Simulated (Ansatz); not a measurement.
Single points on [Al(H2O)6]3+ (AlO₆H₁₂³⁺).

```yaml
crystal:
  periodic: [false, false, false]
  atoms:
    - {symbol: Al, position_ang: [-0.000578, 0.001126, 0.000304]}
    - {symbol: O, position_ang: [-0.058491, 0.061813, 1.930634]}
    - {symbol: H, position_ang: [-0.104759, 0.864066, 2.491965]}
    - {symbol: H, position_ang: [-0.045986, -0.706052, 2.539918]}
    - {symbol: O, position_ang: [0.055626, -0.072003, -1.929729]}
    - {symbol: H, position_ang: [0.095267, -0.880971, -2.481978]}
    - {symbol: H, position_ang: [0.048732, 0.689021, -2.547420]}
    - {symbol: O, position_ang: [1.929613, 0.077289, 0.053617]}
    - {symbol: H, position_ang: [2.491519, 0.137195, 0.854595]}
    - {symbol: H, position_ang: [2.537576, 0.064556, -0.715177]}
    - {symbol: O, position_ang: [-1.930550, -0.067670, -0.055722]}
    - {symbol: H, position_ang: [-2.539370, -0.070285, 0.712432]}
    - {symbol: H, position_ang: [-2.492191, -0.103909, -0.858415]}
    - {symbol: O, position_ang: [-0.069648, 1.930644, -0.067673]}
    - {symbol: H, position_ang: [0.694913, 2.543994, -0.073566]}
    - {symbol: H, position_ang: [-0.875472, 2.487688, -0.102624]}
    - {symbol: O, position_ang: [0.072617, -1.928925, 0.069640]}
    - {symbol: H, position_ang: [-0.689516, -2.545384, 0.065593]}
    - {symbol: H, position_ang: [0.880678, -2.482203, 0.113587]}
basis:
  gaussian: {orbitals: def2-TZVP, initial_orbitals: start.molden}
total_charge: 3
hamiltonian: {xc: pbe, dispersion: d4}
scf: {omitted_lower_state_checks: [starts]}
output: {orbitals: {seedname: orbitals}}
```

The file start.molden holds the orbitals of an earlier run on this structure, at another level or in another basis.

```sh
$ ansatz run in.yaml --threads 4 --pin off --events-out ev --progress --plain --max-ram 8704MiB
```

Shortened log:

```
Functional definition: PBE
1693 factors; their error is unknown
mean field evaluation 1: about -19038.6224 eV, gradient 1.4e1 eV
mean field evaluation 2: about -19038.7809 eV, gradient 1.7e-1 eV
mean field evaluation 4: about -19038.7610 eV, gradient 4.7e-4 eV
mean field -19038.76095712 eV, -699.6615602384 hartree, gradient 1.2e-5 eV, S^2 0.000000; 0 other end points of the search recorded, 0 dependent functions left out
reference -19038.76099700 eV, -699.6615617039 hartree; 35, 35 occupied and 260, 260 virtual orbitals, 1693 factors
Total energy: -19039.07545027 eV, -699.6731176485 hartree
Checks for a lower state left out: starts
```

Run time 6 s (4 threads of Intel Xeon Platinum 8259CL on a shared host).

First input, but with `hamiltonian: {xc: {name: BLYP}, dispersion: d4}` (abridged; 6.5 s):

```
Functional definition: BLYP
mean field -19053.40838190 eV, -700.1998431708 hartree, gradient 1.4e-5 eV, S^2 0.000000
Total energy: -19054.08827054 eV, -700.2248286173 hartree
Checks for a lower state left out: starts
```

As the first input, with `gaussian: {orbitals: def2-SVP, initial_orbitals: start.molden}` (abridged; 3.5 s):

```
Functional definition: PBE
mean field -19021.59034912 eV, -699.0305520332 hartree, gradient 7.3e-6 eV, S^2 0.000000
Total energy: -19021.90484641 eV, -699.0421095952 hartree
Checks for a lower state left out: starts
```

As the first input, with `hamiltonian: {xc: pbe}`, `correlation: {method: rpa}` and without the key `output` (abridged; 15 s):

```
Functional definition: PBE
mean field -19038.76055329 eV, -699.6615453980 hartree, gradient 9.1e-7 eV, S^2 0.000000
11 core orbitals not correlated: weight in the atoms' cores, before any rotation towards them, 1.000 or more for the frozen orbitals, at most 0.000 for the correlated occupied ones
Total energy: -19041.52002169 eV, -699.7629539912 hartree
Checks for a lower state left out: starts
```

First input, but with `gaussian: {orbitals: def2-SVP, initial_orbitals: start.molden}`, `hamiltonian: {xc: pbe0, dispersion: d4}` (abridged; 4.8 s):

```
Functional definition: PBE0
mean field -19022.80279435 eV, -699.0751085736 hartree, gradient 7.5e-6 eV, S^2 0.000000
Total energy: -19023.07028923 eV, -699.0849388292 hartree
Checks for a lower state left out: starts
```

As the first input, with `hamiltonian: {xc: {name: wB97M-V}}` (abridged; 21 s):

```
Functional definition: wB97M-V
mean field -19051.59476266 eV, -700.1331938929 hartree, gradient 1.3e-5 eV, S^2 0.000000
Total energy: -19051.59480895 eV, -700.1331955942 hartree
Checks for a lower state left out: starts
```

First input, but with `gaussian: {orbitals: def2-SVP, initial_orbitals: start.molden}`, `correlation: {method: ccsd_t}` and without the key `hamiltonian` (abridged; 68 s):

```
Functional definition: HF
mean field -18961.71208664 eV, -696.8300664741 hartree, gradient 3.0e-6 eV, S^2 0.000000
11 core orbitals not correlated: weight in the atoms' cores, before any rotation towards them, 1.000 or more for the frozen orbitals, at most 0.000 for the correlated occupied ones
second order -33.80357234 eV of doubles, -0.00000000 eV of singles
cycle   1  -34.37696362 eV  change   -5.7e-1 eV  update   9.3e-2
cycle   2  -35.00017415 eV  change   -6.2e-1 eV  update   2.6e-2
cycle   3  -35.13756785 eV  change   -1.4e-1 eV  update   1.1e-2
cycle   4  -35.13119494 eV  change    6.4e-3 eV  update   1.7e-3
cycle   5  -35.13203170 eV  change   -8.4e-4 eV  update   5.7e-4
cycle   6  -35.13263941 eV  change   -6.1e-4 eV  update   1.3e-4
cycle   7  -35.13262640 eV  change    1.3e-5 eV  update   4.9e-5
perturbative correction -0.59443598 eV, -0.0218451192 hartree
Total energy: -18997.43914902 eV, -698.1430117996 hartree
Checks for a lower state left out: starts
```

Geometry: B3LYP-D4/def2-SVP.

Correlated methods freeze 11 core orbitals.
